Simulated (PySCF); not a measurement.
CH₃Li, SMILES [Li][CH3].

Geometry optimised at PBE0-D3(BJ)/def2-TZVPD. The isomer is the one that the SMILES or the coordinates give; other isomers of the formula were not compared.

Calculation: PySCF 2.14.0 with TDDFT-PBE0/def2-TZVPD.

Vertical excitations; the highest root listed may be one member of a degenerate set. Isolated molecule, no solvent. State labels are in the subgroup Cs.

```tsv
state	symmetry	energy (eV)	λ (nm)	f	main pairs
S1	A'	2.97	418	0.083	HOMO→LUMO 99 %
S2	A"	4.13	300	0.072	HOMO→LUMO+2 (degenerate set)
S3	A'	4.13	300	0.072	HOMO→LUMO+1 (degenerate set)
S4	A'	4.67	266	0.019	HOMO→LUMO+3 97 %
S5	A'	5.96	208	0.001	HOMO→LUMO+4 97 %
S6	A'	5.98	207	0.035	HOMO→LUMO+5 (degenerate set)
S7	A"	5.98	207	0.035	HOMO→LUMO+6 (degenerate set)
S8	A'	6.70	185	0.013	HOMO−1→LUMO (degenerate set)
S9	A"	6.70	185	0.013	HOMO−2→LUMO (degenerate set)
S10	A'	6.94	179	0.028	HOMO→LUMO+7 98 %
T1	A'	2.46	504	0	HOMO→LUMO 97 %
T2	A"	3.92	316	0	HOMO→LUMO+2 (degenerate set)
T3	A'	3.92	316	0	HOMO→LUMO+1 (degenerate set)
T4	A'	4.53	274	0	HOMO→LUMO+3 94 %
```
Triplets are in the Tamm–Dancoff approximation, which puts them higher than full response would, so one can lie above its singlet here.
